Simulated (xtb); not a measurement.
xtb input (GFN2-xTB):

```bash
xtb mol.xyz --gfn 2 --sp --chrg -1 --uhf 0
```
mol.xyz:
```
5

B     -0.23858232    -0.00199056    -1.32852059
H     -0.34039407     1.05302637    -1.89939799
H     -0.34121778    -1.05871324    -1.89608599
C      0.01327516     0.00011076     0.07392131
O      0.22435906     0.00187189     1.24931988
```

Output:

```
           -------------------------------------------------
          |                Calculation Setup                |
           -------------------------------------------------

           -------------------------------------------------
          |                 G F N 2 - x T B                 |
           -------------------------------------------------

        Reference                      10.1021/acs.jctc.8b01176
      * Hamiltonian:
        H0-scaling (s, p, d)           1.850000    2.230000    2.230000
        zeta-weighting                 0.500000
      * Dispersion:
        s8                             2.700000
        a1                             0.520000
        a2                             5.000000
        s9                             5.000000
      * Repulsion:
        kExp                           1.500000    1.000000
        rExp                           1.000000
      * Coulomb:
        alpha                          2.000000
        third order                    shell-resolved
        anisotropic                    true
        a3                             3.000000
        a5                             4.000000
        cn-shift                       1.200000
        cn-exp                         4.000000
        max-rad                        5.000000

          ...................................................
          :                      SETUP                      :
          :.................................................:
          :  # basis functions                  14          :
          :  # atomic orbitals                  14          :
          :  # shells                            8          :
          :  # electrons                        16          :
          :  max. iterations                   250          :
          :  Hamiltonian                  GFN2-xTB          :
          :  restarted?                      false          :
          :  GBSA solvation                  false          :
          :  PC potential                    false          :
          :  electronic temp.          300.0000000     K    :
          :  accuracy                    1.0000000          :
          :  -> integral cutoff          0.2500000E+02      :
          :  -> integral neglect         0.1000000E-07      :
          :  -> SCF convergence          0.1000000E-05 Eh   :
          :  -> wf. convergence          0.1000000E-03 e    :
          :  Broyden damping             0.4000000          :
          :  net charge                         -1          :
          :  unpaired electrons                  0          :
          ...................................................

 iter      E             dE          RMSdq      gap      omega  full diag
   1     -8.5683354 -0.856834E+01  0.120E+01    1.46       0.0  T
   2     -8.6268953 -0.585599E-01  0.768E+00    2.27       1.0  T
   3     -8.5593303  0.675649E-01  0.596E+00    1.15       1.0  T
   4     -8.6622082 -0.102878E+00  0.191E+00    1.77       1.0  T
   5     -8.6642836 -0.207533E-02  0.172E+00    1.48       1.0  T
   6     -8.6675071 -0.322354E-02  0.599E-01    1.53       1.0  T
   7     -8.6692734 -0.176625E-02  0.157E-01    1.62       1.0  T
   8     -8.6694142 -0.140803E-03  0.425E-02    1.61       1.1  T
   9     -8.6694159 -0.173931E-05  0.513E-03    1.60       8.7  T
  10     -8.6694158  0.537358E-07  0.351E-03    1.60      12.8  T
  11     -8.6694159 -0.815394E-07  0.245E-04    1.60     182.7  T
  12     -8.6694159  0.802222E-09  0.385E-04    1.60     116.2  T

   *** convergence criteria satisfied after 12 iterations ***

         #    Occupation            Energy/Eh            Energy/eV
      -------------------------------------------------------------
         1        2.0000           -0.4461276             -12.1397
         2        2.0000           -0.3219142              -8.7597
         3        2.0000           -0.2549222              -6.9368
         4        2.0000           -0.2541700              -6.9163
         5        2.0000           -0.2369998              -6.4491
         6        2.0000           -0.1709767              -4.6525
         7        2.0000           -0.1655973              -4.5061
         8        2.0000           -0.0262082              -0.7132 (HOMO)
         9                          0.0327381               0.8909 (LUMO)
        10                          0.1527085               4.1554
        11                          0.5237163              14.2510
        12                          0.5881850              16.0053
        13                          0.6429872              17.4966
        14                          1.2048859              32.7866
      -------------------------------------------------------------
                  HL-Gap            0.0589464 Eh            1.6040 eV
             Fermi-level            0.0032650 Eh            0.0888 eV

 SCC (total)                   0 d,  0 h,  0 min,  0.003 sec
 SCC setup                      ...        0 min,  0.000 sec (  4.839%)
 Dispersion                     ...        0 min,  0.000 sec (  1.746%)
 classical contributions        ...        0 min,  0.000 sec (  0.916%)
 integral evaluation            ...        0 min,  0.000 sec (  8.314%)
 iterations                     ...        0 min,  0.002 sec ( 62.274%)
 molecular gradient             ...        0 min,  0.000 sec ( 15.251%)
 printout                       ...        0 min,  0.000 sec (  5.909%)

         :::::::::::::::::::::::::::::::::::::::::::::::::::::
         ::                     SUMMARY                     ::
         :::::::::::::::::::::::::::::::::::::::::::::::::::::
         :: total energy              -8.575810827427 Eh    ::
         :: gradient norm              0.117674473315 Eh/a0 ::
         :: HOMO-LUMO gap              1.604012611304 eV    ::
         ::.................................................::
         :: SCC energy                -8.669415886078 Eh    ::
         :: -> isotropic ES            0.192188926838 Eh    ::
         :: -> anisotropic ES          0.014938566322 Eh    ::
         :: -> anisotropic XC          0.003077557521 Eh    ::
         :: -> dispersion             -0.002427605291 Eh    ::
         :: repulsion energy           0.093605058651 Eh    ::
         :: add. restraining           0.000000000000 Eh    ::
         :: total charge              -1.000000000000 e     ::
         :::::::::::::::::::::::::::::::::::::::::::::::::::::

           -------------------------------------------------
          |                Property Printout                |
           -------------------------------------------------

    * Orbital Energies and Occupations

         #    Occupation            Energy/Eh            Energy/eV
      -------------------------------------------------------------
         1        2.0000           -0.4461276             -12.1397
         2        2.0000           -0.3219142              -8.7597
         3        2.0000           -0.2549222              -6.9368
         4        2.0000           -0.2541700              -6.9163
         5        2.0000           -0.2369998              -6.4491
         6        2.0000           -0.1709767              -4.6525
         7        2.0000           -0.1655973              -4.5061
         8        2.0000           -0.0262082              -0.7132 (HOMO)
         9                          0.0327381               0.8909 (LUMO)
        10                          0.1527085               4.1554
        11                          0.5237163              14.2510
        12                          0.5881850              16.0053
        13                          0.6429872              17.4966
        14                          1.2048859              32.7866
Note: The following floating-point exceptions are signalling: IEEE_DENORMAL
normal termination of xtb
      -------------------------------------------------------------
                  HL-Gap            0.0589464 Eh            1.6040 eV
             Fermi-level            0.0032650 Eh            0.0888 eV

     #   Z          covCN         q      C6AA      α(0)
     1   5 B        2.756     0.016    21.245     7.713
     2   1 H        0.925    -0.251    15.609     6.178
     3   1 H        0.925    -0.251    15.609     6.178
     4   6 C        1.763    -0.000    31.274     9.042
     5   8 O        0.856    -0.513    24.087     6.580

 Mol. C6AA /au·bohr⁶  :        525.583671
 Mol. C8AA /au·bohr⁸  :      11725.643371
 Mol. α(0) /au        :         35.691683

Wiberg/Mayer (AO) data.
largest (>0.10) Wiberg bond orders for each atom

 ---------------------------------------------------------------------------
     #   Z sym  total        # sym  WBO       # sym  WBO       # sym  WBO
 ---------------------------------------------------------------------------
     1   5 B    3.711 --     4 C    1.735     3 H    0.886     2 H    0.886
                             5 O    0.204
     2   1 H    0.937 --     1 B    0.886
     3   1 H    0.937 --     1 B    0.886
     4   6 C    3.585 --     5 O    1.792     1 B    1.735
     5   8 O    2.038 --     4 C    1.792     1 B    0.204
 ---------------------------------------------------------------------------

Topologies differ in total number of bonds
Writing topology from bond orders to xtbtopo.mol

molecular dipole:
                 x           y           z       tot (Debye)
 q only:        0.098       0.001       0.548
   full:        0.087       0.001       0.482       1.245
molecular quadrupole (traceless):
                xx          xy          yy          xz          yz          zz
 q only:        5.313      -0.005       2.759      -2.484      -0.016      -8.072
  q+dip:        4.094      -0.004       3.094      -2.094      -0.015      -7.188
   full:        4.447      -0.004       3.900      -2.374      -0.018      -8.347

           -------------------------------------------------
          | TOTAL ENERGY               -8.575810827427 Eh   |
          | GRADIENT NORM               0.117674473315 Eh/α |
          | HOMO-LUMO GAP               1.604012611304 eV   |
           -------------------------------------------------

------------------------------------------------------------------------
------------------------------------------------------------------------
 total:
 SCF:
```

It need not be the lowest isomer of its formula. Whether it binds its extra electron was not tested at this geometry.
